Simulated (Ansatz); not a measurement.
PBE exchange is replaced step by step with exact exchange (0 % is PBE, 25 % PBE0; no dispersion term), basis def2-TZVP, Ansatz. System: NbTe₂⁺ (the lowest singlet isomer of a short search). Total charge 1; singlet. Geometry: r2SCAN-D4/def2-TZVP, each spin state at its own.

The relaxed quintet has other bonds than the singlet, so its gap is one between isomers.

Geometry of the singlet:

```csv
atom,x (Å),y (Å),z (Å)
Nb1,0.6311,-0.7575,-0.0237
Te2,-1.4283,-0.5888,1.3073
Te3,0.7971,1.3463,-1.2836
```

In the def2 sets Nb, Te take a core potential; there is no spin–orbit coupling. At PBE with 50 % exact exchange/def2-TZVP the charge 1 triplet is spin-contaminated (final ⟨S²⟩ up to 2.18, 2.00 for a pure state). The structure comes from a short search, and lower isomers may exist.

```
exact exchange (%)  HOMO (eV)  LUMO (eV)  gap (eV)  triplet − singlet (kJ/mol)  quintet − singlet (kJ/mol)
                 5     -10.19      -9.55      0.64                        -0.5                        68.5
                10     -10.36      -9.35      1.01                        -3.4                        55.3
                15     -10.53      -9.14      1.39                        -6.4                        41.8
                25     -10.88      -8.74      2.13                       -13.2                        13.6
                35     -11.23      -8.34      2.89                       -21.0                       -15.9
                50     -11.76      -7.74      4.02                       -34.5                       -62.1
```

(1) Fit a straight line to the column «quintet − singlet (kJ/mol)» against the share of exact exchange and predict its value at 0 %.

Answers

(1) With x = exact exchange (%) and y = quintet − singlet (kJ/mol): mean x = 23.33, mean y = 16.87; Σ(x − x̄)(y − ȳ) = -4160, Σ(x − x̄)² = 1433; slope b = -2.903, intercept a = ȳ − b·x̄ = 84.6. The residuals of the fitted rows reach 1.6. At x = 0 the line gives 84.6 + (-2.903 × 0) = 84.6; the run gave 81.2, 3.4 less than the line.
